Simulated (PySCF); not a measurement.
**Rb⁺ (rubidium, charge +1): UHF calculation**

Configuration: [Kr], closed-shell 1S. Computed with PySCF 2.14 in def2-SVP with the def2 core potential (28 electrons) (5s3p2d, 24 functions), with scalar relativity through the core potential.

| Item | Value |
| --- | --- |
| Total energy | -23.662541 hartree |
| One-electron energy | -37.7043 hartree |
| Hartree (Coulomb) energy | 17.3556 hartree |
| Exchange energy | -3.3138 hartree |
| ⟨S²⟩ | 0.0000 |
| ⟨L²⟩ | 0.000 |
| Sum of ⟨r⟩ | 13.42 bohr |
| Sum of ⟨r²⟩ | 25.59 bohr² |
| Time after the integrals | 0.13 s of wall time on 1 thread of Intel(R) Xeon(R) Platinum 8375C CPU @ 2.90GHz (shared host) |

```csv
shell,electrons,mean orbital energy (eV),"rms radius, mean of both spins (bohr)"
4s,2,-48.396,1.58
4p,6,-27.500,1.85
```

Energies and moments cover only the electrons outside the core potential.
